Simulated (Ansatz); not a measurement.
`[SiH]N([SiH3])[SiH3]` + H₂S → `[SiH]S` + `[SiH3]N[SiH3]`  (ligand exchange at the Si–N bond)

Computed with Ansatz on PBE0-D4/def2-TZVP structures; ΔE is electronic, products minus reactants. CBS: def2 TZ/QZ extrapolation, frozen cores. DFT in def2-TZVPP. HSE06 is defined as in plane-wave codes.

`[SiH]N([SiH3])[SiH3]`:

Cartesian coordinates in Å:
```
Si 1.793 0.902 0.868
N 0.445 0.102 0.131
Si 0.670 -1.338 -0.834
Si -1.163 0.763 0.369
H 0.936 2.009 1.515
H 2.121 -1.649 -0.848
H 0.184 -1.111 -2.220
H -0.090 -2.474 -0.251
H -1.518 0.768 1.809
H -1.250 2.137 -0.180
H -2.129 -0.108 -0.361
```

H₂S:

Z-matrix (Å, degrees):
```
S
H 1 1.341
H 1 1.341 2 92.3
```

`[SiH]S`:

```xyz
4

Si    0.572   -0.566   -0.761
S    -0.585    0.530    0.630
H     1.627   -0.784    0.319
H    -1.614    0.819   -0.188
```

`[SiH3]N[SiH3]`:

```xyz
10

Si    0.291    0.928    1.221
N     0.557    0.115   -0.277
Si   -0.483   -0.974   -1.120
H    -0.930    0.346    1.831
H     0.093    2.395    1.048
H     1.450    0.747    2.138
H     1.417    0.351   -0.754
H    -1.605   -1.310   -0.209
H     0.245   -2.214   -1.505
H    -1.036   -0.383   -2.371
```

| level | ΔE (kJ/mol) | difference from CCSD(T)/CBS |
| --- | --- | --- |
| BLYP-D4 | -8.4 | -1.8 |
| r2SCAN-D4 | -16.1 | -9.5 |
| CAM-B3LYP-D4 | -6.9 | -0.3 |
| B2PLYP | -12.6 | -6.0 |
| PBE | -23.4 | -16.8 |
| HSE06 | -21.2 | -14.6 |
| RPA@PBE/def2-TZVPP | -0.8 | 5.8 |
| MP2/def2-SVP | 0.4 | 7.0 |
| CCSD/def2-SVP | -1.2 | 5.4 |
| CCSD/def2-TZVPP | -4.0 | 2.6 |
| SCS-MP2/def2-QZVPP | -4.0 | 2.6 |
| CCSD/cc-pV(D+d)Z | -3.8 | 2.8 |
| CCSD(T)/cc-pV(T+d)Z | -3.0 | 3.6 |
| HF/cc-pV(Q+d)Z | -13.0 | -6.4 |
| MP2/cc-pV(Q+d)Z | -3.8 | 2.8 |
| CCSD/cc-pV(Q+d)Z | -5.1 | 1.5 |
| CCSD(T)/CBS | -6.6 | 0 |

Largest T1 diagnostic among the species: 0.016.

Leaving LDA and LC-ωPBE aside and taking each functional with its dispersion term where it has one, the values, not all of them listed here, spread over 10.7 kJ/mol, from PBE-D4 to BHLYP-D4. LDA lies +9.2 kJ/mol from PBE without D4. At CCSD(T), def2-SVP lies +6.6 kJ/mol from the extrapolated value and def2-TZVPP +3.7 kJ/mol.
